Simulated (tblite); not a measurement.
C5H4F3O2 (doublet state).
Cartesian coordinates in Å at the GFN2-xTB level; atoms count from 1:
```
atom  x, y, z in Å
O1    -0.2815    0.4961    2.2671
C2    -0.5027    0.1421    1.1392
C3     0.3454   -0.8426    0.3813
C4     1.5790   -0.1523   -0.2633
C5     0.9621   -0.6427   -1.5217
O6    -0.1349   -1.2105   -0.9106
C7    -1.6366    0.7963    0.3040
F8    -1.1446    1.4114   -0.7859
F9    -2.5328   -0.1009   -0.1163
F10   -2.2914    1.7162    1.0094
H11    0.5693   -1.7104    1.0090
H12    1.6400    0.9339   -0.1468
H13    2.5309   -0.5923    0.0278
H14    0.8972   -0.2449   -2.5148
```

Structure optimised with GFN2-xTB, isolated species. This method treats the open shell by occupation alone, without spin polarisation.

Masses are those of the commonest isotopes; rigid-rotor values at the optimised geometry. The values belong to one conformer with, in the numbering `[O:1]=[C:2]([C@@H:3]1[CH2:4][CH:5][O:6]1)[C:7]([F:8])([F:9])[F:10]`, O1–C2–C3–C4 -83°.

Q: Give the principal moments of inertia and the rotational constants in MHz.

A: Ia = 227.02, Ib = 424.70, Ic = 508.43 u·Å²; 505379 MHz·u·Å²/I gives A = 2226, B = 1190, C = 994.0 MHz.

Q: Classify the top.

A: An asymmetric top; Ray's κ = -0.682.

Q: What does the inertial defect say?

A: Not planar: Δ = Ic − Ia − Ib = -143.28 u·Å². For a rigid frame Δ = −2 Σ m c², so Σ m c² = 71.64 u·Å² lies off the ab plane: 5.99 from hydrogen and 65.65 from heavier atoms. The atom farthest from that plane is 1.66 Å away.

Q: Give the other two planar moments, Paa and Pbb, and the rms extents of the mass along the axes.

A: Paa = Σ m a² = (Ib + Ic − Ia)/2 = 353.06 and Pbb = Σ m b² = (Ia + Ic − Ib)/2 = 155.37 u·Å². With the mass M = 153.02 u, the rms extents √(P/M) along a, b and c are 1.52, 1.01, 0.68 Å.

Q: List the rotational levels J(Ka,Kc) to J = 3 (MHz).

A: Above 0(0,0):
J = 1: 1(0,1) 2184, 1(1,1) 3220, 1(1,0) 3416
J = 2: 2(0,2) 6527, 2(1,2) 7392, 2(1,1) 7980, 2(2,1) 11089, 2(2,0) 11114
J = 3: 3(0,3) 12980, 3(1,3) 13635, 3(1,2) 14809, 3(2,2) 17641, 3(2,1) 17764, 3(3,1) 23326, 3(3,0) 23329
The levels of one J sum to (2J + 1)J(J + 1)(A + B + C)/3.

For this open shell read J as N, the rotation without spin; fine and hyperfine splittings come on top. Its GFN2-xTB frequencies are all real (lowest 52 cm⁻¹). Constants of a rigid frame at the computed geometry: no zero-point averaging, no centrifugal distortion.

On one thread of an Arm Neoverse V1, no GPU, shared host, this took 0.64 s of wall time. This is the geometry optimisation.
